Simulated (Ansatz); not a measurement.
`FC1=CCC=C1` and `N#CC1=CCC=C1` differ in one atom or group.

Ansatz, PBE0-D4/def2-TZVP geometries, multiplicity 1. 

```
                                      property  `FC1=CCC=C1`
          HOMO–LUMO gap (PBE0/def2-TZVPP) / eV          5.88
       HOMO–LUMO gap (ωB97M-V/def2-TZVPP) / eV         10.18
           HOMO–LUMO gap (PBE/def2-TZVPP) / eV          3.88
             LUMO energy (PBE/def2-TZVPP) / eV         -1.55
size of the dipole moment (PBE/def2-TZVPP) / D          1.77
zero-point energy (PBE0-D4/def2-TZVP) / kJ/mol         223.6
```

(1) Give the same properties after the change, and the shifts. (An estimate is asked.)

## Answers

(1) Computed: 
```
                                      property  `N#CC1=CCC=C1`  shift
          HOMO–LUMO gap (PBE0/def2-TZVPP) / eV            5.50  -0.38
       HOMO–LUMO gap (ωB97M-V/def2-TZVPP) / eV            9.73  -0.45
           HOMO–LUMO gap (PBE/def2-TZVPP) / eV            3.60  -0.28
             LUMO energy (PBE/def2-TZVPP) / eV           -2.55  -1.00
size of the dipole moment (PBE/def2-TZVPP) / D            4.91   3.14
zero-point energy (PBE0-D4/def2-TZVP) / kJ/mol           240.8   17.2
```

With PBE0 the HOMO falls by 0.65 eV and the LUMO falls by 1.03 eV, so the gap narrows by about 0.38 eV. PBE moves the HOMO by -0.71 eV and ωB97M-V by -0.59 eV. The zero-point energy changes by 17.2 kJ/mol with +3 modes. Dipoles are sizes alone; their direction can turn.
